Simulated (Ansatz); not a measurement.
Program: Ansatz. Geometries: PBE0-D4/def2-TZVP. ΔE: electronic, gas phase. CCSD(T)/CBS adds triple-zeta CCSD(T) − MP2 to the extrapolated MP2 energy (def2 sets, frozen cores). This one scheme is used for every species. DFT in def2-TZVPP. HSE06 is defined as in plane-wave codes. Elements past krypton have def2 core potentials. For Sb outer-core shells are correlated without core-valence functions, which leaves a few kJ/mol of doubt a bond.

`[SH][SbH2]` + CH₃SH → `C[S][SbH2]` + H₂S  (ligand exchange at the Sb–S bond)

```tsv
level	ΔE (kJ/mol)	difference from CCSD(T)/CBS
PBE-D4	1.5	0.6
r2SCANh-D4	2.8	1.9
r2SCAN0-D4	3.2	2.3
HSE06-D4	2.5	1.6
CAM-B3LYP-D4	3.2	2.3
PBE	4.2	3.3
BLYP	5.9	5.0
r2SCAN	3.3	2.4
r2SCANh	3.6	2.7
CCSD/def2-SVP	2.1	1.2
CCSD(T)/def2-SVP	1.1	0.2
MP2/def2-TZVPP	-0.3	-1.2
SCS-MP2/def2-TZVPP	1.6	0.7
CCSD(T)/def2-TZVPP	1.3	0.4
MP2/def2-QZVPP	-0.5	-1.4
HF/CBS(def2)	8.7	7.8
CCSD(T)/CBS	0.9	0
```

Largest T1 diagnostic among the species: 0.013.

In def2-TZVPP, CCSD(T) changes the Hartree–Fock value by −7.1 kJ/mol (the triples alone add −1.4 kJ/mol) and MP2 by −8.8 kJ/mol. Leaving LDA and LC-ωPBE aside and taking each functional with its dispersion term where it has one, the values, not all of them listed here, spread over 3.3 kJ/mol, from revPBE-D4 to B2PLYP.
